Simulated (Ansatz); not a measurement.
Relaxation of AlH7O2SSi (12 atoms, charge 0, multiplicity 1), to a largest force component of 0.03 eV/Å in at most 50 steps.

Computed with Ansatz 0.2.0, RKS r2SCANh-D4/def2-SVP.

```xyz
12
Properties=species:S:1:pos:R:3:forces:R:3
Al 0.076 0.542 -0.215 -0.02 0.26 0.75
O -0.026 -0.194 2.652 -0.07 0.84 -0.54
H -0.903 -0.569 2.791 0.00 0.00 0.00
H 1.498 0.084 -0.695 0.00 0.01 0.01
O -1.332 -0.322 -0.576 -0.05 0.00 -0.03
Si -2.678 -1.226 -0.848 0.00 -0.02 0.02
H -2.695 -2.399 0.076 -0.01 0.01 -0.01
H -3.908 -0.418 -0.606 0.00 0.01 0.00
H -2.701 -1.724 -2.253 0.00 0.00 -0.01
S -0.243 2.549 0.739 0.05 -0.37 -0.23
H 1.080 2.808 0.821 -0.01 0.00 -0.01
H -0.190 0.779 2.645 0.12 -0.73 0.05
```

Where does it end, and by what steps?

It converged. After 19 steps the energy has fallen by 0.743 eV; O5 moved furthest, 0.69 Å. Joined: Al1–O2 (2.96 → 1.99 Å).

```tsv
step	energy less start (eV)	largest force component (eV/Å)	accepted
0	0.0000	0.842	yes
1	-0.1544	1.096	yes
2	-0.4237	1.255	yes
3	-0.6240	1.270	yes
4	-0.6843	0.569	yes
5	-0.6917	0.306	yes
6	-0.7085	0.147	yes
7	-0.7111	0.102	yes
8	-0.7135	0.096	yes
9	-0.7171	0.070	yes
10	-0.7276	0.174	yes
11	-0.7308	0.169	yes
12	-0.7351	0.190	yes
13	-0.7362	0.239	yes
14	-0.7410	0.088	yes
15	-0.7416	0.092	yes
16	-0.7427	0.071	yes
17	-0.7427	0.069	yes
18	-0.7433	0.031	yes
19	-0.7434	0.013	yes
```

```xyz
12
Properties=species:S:1:pos:R:3
Al -0.005 0.414 0.294
O 0.154 -0.114 2.207
H -0.588 -0.709 2.396
H 1.345 0.007 -0.416
O -1.430 -0.537 0.075
Si -2.681 -1.184 -0.769
H -3.167 -2.415 -0.076
H -3.822 -0.225 -0.860
H -2.273 -1.559 -2.155
S -0.409 2.573 0.695
H 0.858 2.956 0.432
H -0.004 0.705 2.707
```

Whether the end is a true minimum wasn't checked by a vibrational analysis.

The run took 68 s on 4 threads of Arm Neoverse V2, on a shared host, peak memory 0.31 GiB.
